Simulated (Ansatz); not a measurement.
Ansatz (a program for electronic structure) input:

Ansatz 0.2 input:
```yaml
crystal:
  periodic: [false, false, false]
  atoms:
    - {symbol: B, position_ang: [1.26725708, 0.27969109, -0.18452685]}
    - {symbol: O, position_ang: [0.18620649, -0.31298018, 0.34388785]}
    - {symbol: C, position_ang: [-1.14107296, -0.01623305, -0.08071731]}
    - {symbol: H, position_ang: [2.32887472, -0.04717962, 0.24888937]}
    - {symbol: H, position_ang: [1.14511415, 1.09809773, -1.05251341]}
    - {symbol: H, position_ang: [-1.60287980, -0.93359745, -0.44632455]}
    - {symbol: H, position_ang: [-1.70761688, 0.34779018, 0.77660802]}
    - {symbol: H, position_ang: [-1.14299177, 0.73767341, -0.87082415]}
basis:
  gaussian:
    orbitals: def2-TZVP
hamiltonian:
  xc: {name: SVWN5}
relax: {f_tol: 0.003, max_steps: 100}
```

Predict the final energy.

-140.03632 Eh (SVWN5/def2-TZVP). The basis has 123 functions.
